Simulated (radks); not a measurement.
The mean radii <r> (bohr) of the occupied orbitals of an atom or ion are listed with their occupations. Method: scalar-relativistic Kohn-Sham, BLYP, spin-polarised, spherical densities, finite nucleus; Fermi nuclear charge, rms radius of each element as measured or else 0.836 A^(1/3) + 0.57 fm; computed with a radial shooting solver on a logarithmic mesh with Libxc functionals.

orbital  occ.      <r>
1s up       1  0.02971
1s down     1  0.02971
2s up       1   0.1281
2s down     1   0.1279
2p up       3   0.1117
2p down     3   0.1116
3s up       1   0.3323
3s down     1   0.3332
3p up       3   0.3267
3p down     3   0.3279
3d up       5   0.2962
3d down     1   0.2977

Name the element and its charge. Open shells, if any, are filled with parallel spins first.

Answer. Z = 49, indium, charge +25: In25+ in [Ar] 3d6. The 1s radius gives Z: for a bare nucleus <r> = (2 gamma + 1)/(2Z) with gamma = sqrt(1 - (Z/c)^2), 0.02926 bohr for Z = 49, and screening makes it slightly larger (0.02971 here). The occupations add up to 24, and the charge is Z minus that.
